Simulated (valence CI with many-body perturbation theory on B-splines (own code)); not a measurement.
**Sb28+: one-electron terms**

Level of theory: configuration interaction combined with many-body perturbation theory (CI+MBPT): five valence electrons over a frozen Dirac-Fock core [Ar], radial functions for each j: 7 s, 7 p, 8 d, 6 f, 4 g, 1 h, with the one-electron correlation potential Σ1, the two-electron term Σ2, the three-electron term Σ3, Breit, model QED; selected CI, second order for the rest (own B-spline code, finite nucleus).

The last digits are not significant, and no measured levels were compared; by estimate large intervals hold to a few tenths of a per cent, small ones and those within an open d or f shell to about a per cent. Only levels of the ground parity were solved; by the run's estimate the other parity begins above the list, which can be wrong where configurations are misplaced.

These are the spectroscopic orbitals of the CI (the correlating ones are not listed), shaped by the core and the other valence electrons. h is the expectation value of the core's Dirac-Fock operator, without the valence repulsion; Σ1 is computed up to l = 3 at one energy for each symmetry, that of its lowest orbital but kept below the first core excitation, so for empty shells it is not the orbital's own correlation shift; Breit and QED include the response of the core.

```
Orbital  h (hartree)  Σ1 (cm⁻¹)  Breit (cm⁻¹)  QED (cm⁻¹)  ⟨r⟩ (bohr)
  4s1/2      -42.397      -7087          3034        2205      0.6290
  5s1/2      -25.759      -2655          1466        1080       1.036
  6s1/2      -17.317      -1318           802         598       1.549
  4p1/2      -40.666      -8967          4750        -102      0.6294
  5p1/2      -24.911      -3313          2361       -48.5       1.046
  6p1/2      -16.841      -1636          1317       -26.6       1.569
  4p3/2      -39.899      -8603          2976         120      0.6427
  5p3/2      -24.545      -3252          1483        61.6       1.062
  6p3/2      -16.638      -1620           865        35.0       1.589
  3d3/2      -71.618     -21305          6486        -647      0.2750
  4d3/2      -37.376      -8846          2216        -169      0.6231
  5d3/2      -23.336      -3484          1083       -78.1       1.064
  3d5/2      -71.137     -20526          3016        -372      0.2778
  4d5/2      -37.209      -8667          1088       -83.4      0.6265
  5d5/2      -23.254      -3403           527       -37.0       1.068
  4f5/2      -34.866     -18260           160       -89.1      0.5767
  5f5/2      -22.191      -7770          74.3       -44.5       1.034
  4f7/2      -34.815     -16591          -167       -59.7      0.5780
  5f7/2      -22.162      -7019         -72.7       -29.1       1.036
  5g7/2      -21.562                      8.8        -8.7      0.9396
  5g9/2      -21.551                    -17.0        -1.8      0.9404
```

Among the shells of the start configuration 3d5, Σ1 is largest in size for 3d3/2, where it is 0.14 % of h.

Lowest root of each symmetry, sizes in configuration state functions:

```json
{"J": "1/2", "Parity": "even", "Roots": "4", "Reference": "39", "Variational": "17539", "Second order": "85980", "Change by selected CI (cm⁻¹)": "-18533", "Change by second order (cm⁻¹)": "-4"}
{"J": "3/2", "Parity": "even", "Roots": "7", "Reference": "67", "Variational": "25110", "Second order": "345289", "Change by selected CI (cm⁻¹)": "-18296", "Change by second order (cm⁻¹)": "-40"}
{"J": "5/2", "Parity": "even", "Roots": "10", "Reference": "81", "Variational": "26776", "Second order": "289113", "Change by selected CI (cm⁻¹)": "-14073", "Change by second order (cm⁻¹)": "-79"}
{"J": "7/2", "Parity": "even", "Roots": "7", "Reference": "72", "Variational": "24143", "Second order": "379857", "Change by selected CI (cm⁻¹)": "-17350", "Change by second order (cm⁻¹)": "-225"}
{"J": "9/2", "Parity": "even", "Roots": "5", "Reference": "56", "Variational": "24218", "Second order": "19805", "Change by selected CI (cm⁻¹)": "-17083", "Change by second order (cm⁻¹)": "-167"}
{"J": "11/2", "Parity": "even", "Roots": "3", "Reference": "35", "Variational": "24396", "Second order": "161228", "Change by selected CI (cm⁻¹)": "-17198", "Change by second order (cm⁻¹)": "-37"}
{"J": "13/2", "Parity": "even", "Roots": "1", "Reference": "18", "Variational": "19262", "Second order": "6936", "Change by selected CI (cm⁻¹)": "-17465", "Change by second order (cm⁻¹)": "-8"}
```
